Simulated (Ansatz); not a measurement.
Two isomers of C2H4BI: A = `IC1BC1`, B = `C=CBI`.

Gas-phase electronic energies from Ansatz, PBE0-D4/def2-TZVP geometries. CCSD(T)/CBS is the MP2 limit (def2-TZVPP, def2-QZVPP) plus CCSD(T) − MP2 in def2-TZVPP, frozen cores. DFT in def2-TZVPP. def2 core potentials past Kr. For I outer-core shells are correlated without core-valence functions, which leaves a few kJ/mol of doubt a bond. One conformer a species, not always the lowest.

A:

Z-matrix (Å, degrees):
```
C
B 1 1.514
C 1 1.525 2 60.5
I 1 2.127 2 102.1 3 109.3
H 1 1.080 2 135.3 3 -110.8
H 2 1.182 1 147.4 3 -179.0
H 3 1.085 1 121.6 2 115.9
H 3 1.092 1 112.2 2 -106.5
```

B:

```xyz
8

C    -0.1050    1.3225    0.2049
C     0.3035    0.1933   -0.3872
B    -0.1636   -1.1548    0.1554
I     0.4550   -2.9712   -0.7482
H    -0.7649    1.2936    1.0668
H     0.1975    2.3070   -0.1409
H     0.9638    0.2633   -1.2479
H    -0.8864   -1.2537    1.0972
```

Problem. Which is lower in electronic energy at CCSD(T)/CBS, and by how much? (Best estimate.)

Solution. Computed: B, by 40.5 kcal/mol.

Problem. Give E(B) − E(A) in kcal/mol with HF/def2-TZVPP, ωB97M-V, CCSD/def2-TZVPP, LDA (SPW92), CCSD(T)/def2-TZVPP, MP2/def2-TZVPP, BLYP-D4. (Best estimate.)

Solution. Ansatz gave: HF/def2-TZVPP -47.5, ωB97M-V -38.4, CCSD/def2-TZVPP -41.8, LDA (SPW92) -32.9, CCSD(T)/def2-TZVPP -41.7, MP2/def2-TZVPP -39.8, BLYP-D4 -42.1. None reverses the order clearly.

Problem. Does the order hold for the free energy at 298.15 K (harmonic terms from PBE0-D4)? (Best estimate.)

Solution. Ansatz gave: Yes: G(B) − G(A) = -39.8 kcal/mol, for one conformer each.

Largest T1 diagnostic: 0.012.

Leaving LDA and LC-ωPBE aside and taking each functional with its dispersion term where it has one, the values, not all of them listed here, spread over 5.2 kcal/mol, from BHLYP-D4 to PBE0-D4. LDA lies +4.5 kcal/mol from PBE without D4. At CCSD(T), def2-SVP lies −4.2 kcal/mol from the extrapolated value and def2-TZVPP −1.2 kcal/mol.
